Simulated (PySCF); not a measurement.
Isomers of H10O2Si4, one GFN2-xTB conformer each. Single-point energies are computed at PBE0/pcSseg-1 (PySCF, gas phase, no added dispersion term), electronic only.

```csv
SMILES,GFN2-xTB relative energy (kJ/mol)
O[SiH2][Si@H]([SiH3])O[SiH3],0.0
O[Si](O)([SiH3])[SiH2][SiH3],219.9
```

Conformers: `[OH:1][SiH2:2][Si@H:3]([SiH3:4])[O:5][SiH3:6]` with H–O1–Si2–Si3 180°, O1–Si2–Si3–Si4 -55°, Si2–Si3–O5–Si6 94°; `[OH:1][Si:2]([OH:3])([SiH3:4])[SiH2:5][SiH3:6]` with H–O1–Si2–O3 178°, O1–Si2–O3–H 34°, O1–Si2–Si5–Si6 73°.

Problem. What does PBE0/pcSseg-1 give for the same structures?

Solution. 
```json
{"SMILES": "O[SiH2][Si@H]([SiH3])O[SiH3]", "PBE0/pcSseg-1 E (Eh)": "-1313.80154", "PBE0/pcSseg-1 (kJ/mol)": "0.0", "GFN2-xTB (kJ/mol)": "0.0", "point group": "C1"}
{"SMILES": "O[Si](O)([SiH3])[SiH2][SiH3]", "PBE0/pcSseg-1 E (Eh)": "-1313.78974", "PBE0/pcSseg-1 (kJ/mol)": "31.0", "GFN2-xTB (kJ/mol)": "219.9", "point group": "C1"}
```

Both levels put the same isomer lowest. 

Problem. Which frontier levels, dipoles and rotational constants go with these structures?

Solution. 
```
                      SMILES  HOMO (eV, PBE0/pcSseg-1)  LUMO (eV)  dipole (D)       A, B, C (MHz)
O[SiH2][Si@H]([SiH3])O[SiH3]                     -7.68      -1.23        1.35  1647, 919.7, 636.4
O[Si](O)([SiH3])[SiH2][SiH3]                     -7.35      -1.04        1.61  2699, 687.1, 647.0
```
